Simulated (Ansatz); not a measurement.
Molecule: H2Se, charge 1, multiplicity 2. SMILES of the parent species: [SeH2]
Structure (B3LYP-D3(BJ)/def2-TZVP (Ansatz, a program for electronic structure) minimum search):
```xyz
3

Se     0.0000     0.0576     0.0017
H     -1.0670    -0.9799    -0.0261
H      1.0674    -0.9793    -0.0317
```
Charge +1, spin multiplicity 2.

Parts of the frozen-core correlation energy in cc-pVDZ (Ansatz, hartree). Frozen orbitals: 14; correlated occupied orbitals by spin: 4 and 3; virtual: 19 and 20. UHF or UKS for open shells. Spin-orbit coupling is left out. Non-relativistic.

```
term                             value
-------------------------  -----------
reference (HF)             -2400.64947
MP2 opposite-spin             -0.08390
MP2 same-spin                 -0.01890
CCSD correlation              -0.12653
(T)                           -0.00253
CCSDT minus CCSD(T)           -0.00050
CCSDT(Q) minus CCSD(T)        -0.00060
T1 diagnostic                    0.010
largest doubles amplitude        0.061
<S^2> of the reference           0.762
```
